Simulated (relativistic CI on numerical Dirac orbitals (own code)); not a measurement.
## Radial parameters of Hg33+

Calculated at this level of theory: Dirac-Coulomb-Breit CI, separate exchange-only KLI orbitals for each configuration, QED by a radiative potential, unscaled Slater integrals (own radial code, finite nucleus).

Slater integrals F^k, G^k are unscaled and averaged over j, outside the closed core [Ar] 3d10; ζ comes from projecting the Hamiltonian with its Breit term on Σ l·s of the shell.

- 4s2 4p6 4d10 4f: ζ(4f) = 14437 cm⁻¹; <r>(4f) = 0.3777, <r^2>(4f) = 0.1627 (bohr units).
- 4s2 4p6 4d9 4f2: ζ(4d) = 79286, F^2(4f,4f) = 279070, F^4(4f,4f) = 182440, F^6(4f,4f) = 133590, F^2(4d,4f) = 252410, F^4(4d,4f) = 164320, G^1(4d,4f) = 263530, G^3(4d,4f) = 180430, G^5(4d,4f) = 132190, ζ(4f) = 14307 cm⁻¹; <r>(4d) = 0.3988, <r^2>(4d) = 0.182, <r>(4f) = 0.3782, <r^2>(4f) = 0.1632 (bohr units).
- 4s2 4p5 4d10 4f2: ζ(4p) = 662780, F^2(4f,4f) = 279030, F^4(4f,4f) = 182400, F^6(4f,4f) = 133560, F^2(4p,4f) = 257680, G^2(4p,4f) = 208510, G^4(4p,4f) = 151960, ζ(4f) = 14262 cm⁻¹; <r>(4p) = 0.3929, <r^2>(4p) = 0.1749, <r>(4f) = 0.3783, <r^2>(4f) = 0.1632 (bohr units).

Averages of the first 10 configurations, taken without configuration mixing, which lowers the lowest level and can move excited configurations by several eV; other configurations of the list can lie among them:

| Configuration | Parity | States | Average energy above the lowest level (eV) |
| --- | --- | --- | --- |
| 4s2 4p6 4d10 4f | odd | 14 | 4.3 |
| 4s2 4p6 4d9 4f2 | even | 910 | 252.0 |
| 4s2 4p6 4d10 5s | even | 2 | 231.2 |
| 4s2 4p5 4d10 4f2 | odd | 546 | 513.6 |
| 4s2 4p6 4d10 5p | odd | 6 | 315.0 |
| 4s2 4p6 4d10 5d | even | 10 | 420.8 |
| 4s 4p6 4d10 4f2 | even | 182 | 721.1 |
| 4s2 4p4 4d10 4f3 | odd | 5460 | 1023.5 |
| 4s2 4p6 4d9 4f 5s | odd | 280 | 476.2 |
| 4s2 4p6 4d9 5s2 | even | 10 | 713.3 |
